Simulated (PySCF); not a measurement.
Hf(Me)2(H)2 (C2H8Hf), SMILES [CH3][HfH2][CH3], multiplicity 1.

Geometry optimised at r2SCAN-D4/def2-SVP. The multiplicity is an assumed one; no other spin state was optimised. The structure was generated by enumeration; whether it is a known compound was not checked. The def2 effective core potentials stand for the cores of Hf; spin–orbit coupling is left out.

All values below come from ωB97X/def2-TZVPD (PySCF).

Symmetry labels are those of the subgroup C2v that the program uses (full group C2v).

Computed valence orbital energies around the gap with their symmetry:
| orbital | symmetry | energy (eV) |
|---|---|---|
| HOMO−7 | A1 | -13.95 |
| HOMO−6 | A2 | -13.75 |
| HOMO−5 | B2 | -13.71 |
| HOMO−4 | B1 | -13.52 |
| HOMO−3 | A1 | -11.67 |
| HOMO−2 | B2 | -10.42 |
| HOMO−1 | A1 | -10.31 |
| HOMO | B1 | -10.24 |
| LUMO | A1 | 0.63 |
| LUMO+1 | B1 | 1.02 |
| LUMO+2 | B2 | 1.10 |
| LUMO+3 | A2 | 1.17 |
